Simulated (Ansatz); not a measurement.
Be₃Se₂, relaxed as a singlet with RKS r2SCAN-D4/def2-SVP in Ansatz, starting from the GFN1-xTB geometry. Force threshold 0.02 eV/Å.

The structure comes from a short search, and lower isomers may exist.

Start:

```
atom   x (Å)   y (Å)   z (Å)
 Be1  -0.548  -1.317  -1.994
 Be2   0.633   1.926   2.337
 Be3  -0.209  -0.079  -0.509
 Se4   0.263  -2.196  -0.402
 Se5  -0.138   1.666   0.568
```

Question: Estimate the energy that the relaxation releases and the steps that it takes.

Answer: 78.0 kcal/mol, in 22 steps; 58 s on 4 threads of Arm Neoverse V1 on a shared host. The force fell under the threshold at step 6, but the optimiser went on and released 3.021 eV more. No frequencies were taken in this run, so the end may be a saddle point.

Question: Does the start keep its bonding?

Answer: Bonds lost: Be3–Se4 (atoms count from 1). Bonds formed: Be2–Se4 (atoms count from 1). The end is the same structure that another start reached, the lowest one found.

Question: Predict the relaxed structure.

Answer: 
| atom | x (Å) | y (Å) | z (Å) |
| --- | --- | --- | --- |
| Be1 | -0.236 | -1.106 | -1.015 |
| Be2 | 0.371 | 0.077 | 0.825 |
| Be3 | -0.673 | 0.917 | -1.007 |
| Se4 | 0.705 | -1.958 | 0.591 |
| Se5 | -0.167 | 2.070 | 0.606 |
Bond lengths (bridged metal pairs left out): 4 × Be–Se 2.05 to 2.08 Å; 1 × Be–Be 2.07 Å.
